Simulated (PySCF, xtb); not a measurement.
Bond stretch in Na2 (cation, charge +1), doublet.

Methods: UMP2/3-21G = unrestricted MP2 (frozen core)/3-21G in PySCF; UKS-B3LYP/6-311+G** = unrestricted B3LYP/6-311+G**, spherical d in PySCF; GFN1-xTB (xtb); UKS-LDA (SVWN5) = PySCF with unrestricted LDA (SVWN5)/6-31G; UKS-BLYP = PySCF with unrestricted BLYP/6-31G.

Energies are in kJ/mol, each relative to the lowest point of its own curve near equilibrium.

```json
[
 {"R / Å": "2.89", "UMP2/3-21G": "30.6", "UKS-B3LYP/6-311+G**": "19.5", "GFN1-xTB": "2.0", "UKS-LDA (SVWN5)": "16.9", "UKS-BLYP": "19.3"},
 {"R / Å": "3.07", "UMP2/3-21G": "17.2", "UKS-B3LYP/6-311+G**": "9.7", "GFN1-xTB": "0.0", "UKS-LDA (SVWN5)": "8.0", "UKS-BLYP": "9.8"},
 {"R / Å": "3.27", "UMP2/3-21G": "7.3", "UKS-B3LYP/6-311+G**": "3.3", "GFN1-xTB": "1.4", "UKS-LDA (SVWN5)": "2.5", "UKS-BLYP": "3.6"},
 {"R / Å": "3.41", "UMP2/3-21G": "3.1", "UKS-B3LYP/6-311+G**": "1.0", "GFN1-xTB": "3.5", "UKS-LDA (SVWN5)": "0.6", "UKS-BLYP": "1.2"},
 {"R / Å": "3.55", "UMP2/3-21G": "0.7", "UKS-B3LYP/6-311+G**": "0.0", "GFN1-xTB": "6.1", "UKS-LDA (SVWN5)": "0.0", "UKS-BLYP": "0.2"},
 {"R / Å": "3.65", "UMP2/3-21G": "0.0", "UKS-B3LYP/6-311+G**": "0.0", "GFN1-xTB": "8.2", "UKS-LDA (SVWN5)": "0.2", "UKS-BLYP": "0.0"},
 {"R / Å": "3.78", "UMP2/3-21G": "0.0", "UKS-B3LYP/6-311+G**": "0.6", "GFN1-xTB": "10.8", "UKS-LDA (SVWN5)": "1.0", "UKS-BLYP": "0.4"},
 {"R / Å": "3.91", "UMP2/3-21G": "1.0", "UKS-B3LYP/6-311+G**": "1.8", "GFN1-xTB": "13.7", "UKS-LDA (SVWN5)": "2.4", "UKS-BLYP": "1.3"},
 {"R / Å": "4.02", "UMP2/3-21G": "2.4", "UKS-B3LYP/6-311+G**": "3.1", "GFN1-xTB": "16.8", "UKS-LDA (SVWN5)": "3.8", "UKS-BLYP": "2.3"},
 {"R / Å": "4.22", "UMP2/3-21G": "6.1", "UKS-B3LYP/6-311+G**": "6.1", "GFN1-xTB": "23.3", "UKS-LDA (SVWN5)": "7.0", "UKS-BLYP": "4.7"},
 {"R / Å": "4.52", "UMP2/3-21G": "13.3", "UKS-B3LYP/6-311+G**": "11.2", "GFN1-xTB": "34.8", "UKS-LDA (SVWN5)": "12.3", "UKS-BLYP": "8.8"},
 {"R / Å": "4.92", "UMP2/3-21G": "24.2", "UKS-B3LYP/6-311+G**": "18.2", "GFN1-xTB": "52.1", "UKS-LDA (SVWN5)": "19.4", "UKS-BLYP": "14.1"},
 {"R / Å": "5.50", "UMP2/3-21G": "39.6", "UKS-B3LYP/6-311+G**": "26.8", "GFN1-xTB": "79.9", "UKS-LDA (SVWN5)": "27.7", "UKS-BLYP": "19.9"},
 {"R / Å": "5.97", "UMP2/3-21G": "50.5", "UKS-B3LYP/6-311+G**": "31.7", "GFN1-xTB": "103.2", "UKS-LDA (SVWN5)": "32.1", "UKS-BLYP": "22.7"},
 {"R / Å": "6.65", "UMP2/3-21G": "63.6", "UKS-B3LYP/6-311+G**": "35.7", "GFN1-xTB": "134.8", "UKS-LDA (SVWN5)": "35.3", "UKS-BLYP": "23.9"},
 {"R / Å": "7.31", "UMP2/3-21G": "73.2", "UKS-B3LYP/6-311+G**": "36.9", "GFN1-xTB": "159.3", "UKS-LDA (SVWN5)": "35.8", "UKS-BLYP": "23.2"},
 {"R / Å": "8.01", "UMP2/3-21G": "80.4", "UKS-B3LYP/6-311+G**": "36.5", "GFN1-xTB": "176.3", "UKS-LDA (SVWN5)": "34.6", "UKS-BLYP": "21.3"},
 {"R / Å": "8.97", "UMP2/3-21G": "86.6", "UKS-B3LYP/6-311+G**": "34.6", "GFN1-xTB": "186.5", "UKS-LDA (SVWN5)": "31.8", "UKS-BLYP": "18.2"},
 {"R / Å": "9.81", "UMP2/3-21G": "89.6", "UKS-B3LYP/6-311+G**": "32.7", "GFN1-xTB": "187.8", "UKS-LDA (SVWN5)": "29.2", "UKS-BLYP": "15.5"},
 {"R / Å": "10.91", "UMP2/3-21G": "91.6", "UKS-B3LYP/6-311+G**": "30.3", "GFN1-xTB": "186.0", "UKS-LDA (SVWN5)": "26.0", "UKS-BLYP": "12.2"}
]
```

At the longest distance, 10.91 Å, GFN1-xTB lies highest above its minimum (186.0 kJ/mol) and UKS-BLYP lowest (12.2 kJ/mol).

At the longest distance UKS-LDA (SVWN5), UKS-BLYP leaves fractional charges on the fragments, a sign of delocalisation error or of the restricted form.
